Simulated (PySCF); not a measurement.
## Dipole response of Pt²⁺ (platinum, charge +2)

[Xe] 4f14 5d8, high-spin 3F determinant. All numbers are calculated (PySCF 2.14, scalar relativity through the core potential, in aug-cc-pVTZ-PP with ECP60MDF). Coupled (time-dependent) response in atomic units; α is the mean over directions.

```csv
method,mean α (bohr³),C₆ (like pair),S(−4)
UHF,8.766,56.30,16.09
PBE,9.809,64.00,22.65
PBE0,9.446,61.37,20.09
```

S(−4) is the Cauchy moment in α(ω) = α(0) + S(−4) ω² + …

Spin-orbit coupling is absent.

α(iu) at PBE0:

```csv
u (hartree),α(iu) (bohr³)
0,9.446
0.0500,9.396
0.100,9.252
0.200,8.746
0.300,8.083
0.500,6.731
0.750,5.355
1.00,4.327
1.50,2.960
2.00,2.130
3.00,1.231
5.00,0.5459
```

A single London oscillator, α(iu) = α/(1 + u²/ω²), gives C₆ = (3/4) ω α². Matching the computed C₆ needs ω = 4 × 61.37 / (3 × 9.446²) = 0.917 hartree.

For an ion, C₆ is the dispersion term alone; charge-induced terms of lower order in 1/R come first.

Energies and moments cover only the electrons outside the core potential. Spin-orbit coupling, absent here, splits the open shell strongly.
